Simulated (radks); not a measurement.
Values are calculated unless marked as measured or tabulated.
Spherical quantum dot in the effective-mass picture: electrons in a parabolic well V = omega^2 r^2 / 2 with omega = 0.258, all in effective atomic units (hartree* = m*/eps^2 hartree, bohr* = eps/m* bohr), one dielectric constant everywhere. Level of theory: non-relativistic Kohn-Sham, LDA (Slater exchange, Perdew-Wang correlation), spin-polarised, spherical densities (a radial shooting solver with Libxc functionals). Levels are named by radial order and angular momentum (1s, 1p, 1d, 2s, ...), and open shells are averaged over m. Results are scaled to m* = 0.039 and eps = 6.1, for which hartree* = 28.52 meV and bohr* = 8.277 nm.

N = 5, configuration 1s2 1p(up 3, down 0). This is the lowest configuration that the search found. Occupied and some empty levels:

| level | occupation | eigenvalue (meV) | <r> (nm) |
|---|---|---|---|
| 1s up | 1 | 44.749 | 24.58 |
| 1s down | 1 | 46.217 | 24.45 |
| 1p up | 3 | 48.935 | 29.99 |
| 1p down | 0 | 50.437 | 30.38 |
| 1d up | 0 | 53.901 | 34.16 |
| 1d down | 0 | 55.275 | 34.74 |
| 2s up | 0 | 55.518 | 30.19 |
| 2s down | 0 | 56.478 | 30.55 |
| 1f up | 0 | 59.396 | 37.73 |
| 1f down | 0 | 60.588 | 38.37 |

Energy (meV): total 151.550, kinetic 25.539, external 59.797, Hartree 95.073, exchange-correlation -28.859.
